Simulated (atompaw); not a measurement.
# Cutoff test, Be, PAW (atompaw)

Be (Z = 4), PAW, made with atompaw 4.2.0.5 (PBE, scalar-relativistic). Core [He], reference 2s1 2p1. Waves: 2s (bound): rc 1.55 bohr; 2s channel at 2.6 Ry: rc 3.00 bohr; 2p (bound): rc 3.00 bohr; 2p channel at 1.05 Ry: rc 3.00 bohr; 3d channel at 0.05 Ry: rc 3.00 bohr. Local part: troulliermartins scheme with l = 3 at -0.5 Ry, radius 2.75 bohr. Core correction: smooth core density matched at 2.35 bohr. Augmentation charge: sinc compensation charge, radius 2.85 bohr; PAW radius 3.00 bohr; waves and projectors: custom polynom2 7 10 vanderbiltortho.

The pseudo-atom Hamiltonian at the reference potential is diagonalised in spherical Bessel functions j_l(qr) that vanish at 20 bohr, with q² up to the cutoff. All-electron valence levels (Ry): 2s -0.4531, 2p -0.1863.

Task: How do the lowest levels (Ry) of each channel move with the cutoff, and are there ghosts?

Result:

```tsv
cutoff (Ry)	s #1	s #2	p #1	d #1	f #1	Σ f·Δε (mRy)
8	-0.4438	-0.0161	-0.1837	0.0506	0.1029	11.9
10	-0.4485	-0.0167	-0.1850	0.0505	0.1029	6.0
12	-0.4511	-0.0170	-0.1850	0.0505	0.1029	3.3
15	-0.4524	-0.0171	-0.1857	0.0505	0.1029	1.4
18	-0.4530	-0.0172	-0.1860	0.0505	0.1029	0.4
21	-0.4531	-0.0172	-0.1861	0.0505	0.1029	0.3
25	-0.4531	-0.0172	-0.1861	0.0505	0.1029	0.2
400	-0.4531	-0.0172	-0.1863	0.0505	0.1029	0.0
```

Result: no extra level below or beside the all-electron valence levels (s, p, d, f tested); 10 mRy is reached at 10 Ry and 1 mRy at 18 Ry.
